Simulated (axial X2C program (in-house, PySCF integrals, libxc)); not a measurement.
# HHoH: the levels of the configuration f10 s1

Calculated with an in-house all-electron X2C program for linear molecules (integrals from PySCF): two-component X2C with atomic mean-field Coulomb and Gaunt terms, basis H dyall-v3z, Ho dyall-v3z (cores contracted in-house). Orbitals come from Hartree–Fock averaged over the configuration Ho f10 s1; CI then distributes these electrons over the f, s shells of Ho.

H–Ho–H held linear, both bonds 2.072 Å (near the minimum of the configuration average).

Lowest levels of this model:

```tsv
Ω	energy (cm⁻¹)	g∥	configuration
17/2	0	21.92	100% f10 s1
15/2	563	19.00	100% f10 s1
13/2	851	16.51	100% f10 s1
11/2	956	14.05	100% f10 s1
9/2	1018	11.49	100% f10 s1
7/2	1096	8.87	100% f10 s1
5/2	1191	6.26	100% f10 s1
3/2	1282	3.71	100% f10 s1
1/2	1339	1.23	100% f10 s1
15/2	2509	18.45	100% f10 s1
13/2	2712	15.76	100% f10 s1
11/2	2844	13.27	100% f10 s1
9/2	2940	10.87	100% f10 s1
7/2	3042	8.45	100% f10 s1
5/2	3154	6.02	100% f10 s1
3/2	3250	3.61	100% f10 s1
1/2	3304	1.20	100% f10 s1
15/2	5857	18.34	100% f10 s1
13/2	6056	15.21	100% f10 s1
11/2	6259	12.55	100% f10 s1
9/2	6436	10.50	100% f10 s1
7/2	6555	8.26	100% f10 s1
5/2	6657	5.87	100% f10 s1
13/2	6662	15.56	100% f10 s1
11/2	6731	13.08	100% f10 s1
3/2	6741	3.48	100% f10 s1
1/2	6790	1.15	100% f10 s1
9/2	6928	10.41	100% f10 s1
7/2	7114	8.03	100% f10 s1
5/2	7219	5.73	100% f10 s1
```

g∥ is the magnitude of 2⟨Lz + ge Sz⟩ for the +Ω component.

Q: From Ω and g∥ of the lowest level, whose 2⟨Lz + ge Sz⟩ is positive, find ⟨Sz⟩ and ⟨Lz⟩ (ge = 2.0023).

A: Ω = ⟨Lz⟩ + ⟨Sz⟩ = 17/2 and ⟨Lz⟩ + ge⟨Sz⟩ = 10.960, so ⟨Sz⟩ = 2.45 and ⟨Lz⟩ = 6.05.

Occupations of the active spinors in the lowest level by ω, shell by shell in order of energy: -7/2: 0.00; -5/2: 0.94 0.06; -3/2: 0.86 0.14; -1/2: 0.77 0.23 0.00; 1/2: 1.00 1.00 1.00; 3/2: 1.00 1.00; 5/2: 1.00 1.00; 7/2: 1.00. The leading determinant has weight 0.63 among 34.

This point took 3.3 s on 1 thread of Intel(R) Xeon(R) Platinum 8259CL CPU @ 2.50GHz (Skylake/Cascade Lake), on a shared host.

There is no dynamic correlation: spin–orbit spacings and, for f shells, spacings inside one term are the most reliable numbers, splittings between terms come out too wide, and energies between configurations are not reliable, so the lowest level need not be the ground state of the molecule. At most 4 roots were kept for each Ω > 0 (twice that for Ω = 0) within 2.2 eV of the lowest, so higher up levels can be missing between those listed; levels with Ω > 0 are doubly degenerate and listed once, Ω = 0 levels singly. The molecule was held linear; bending was not examined.
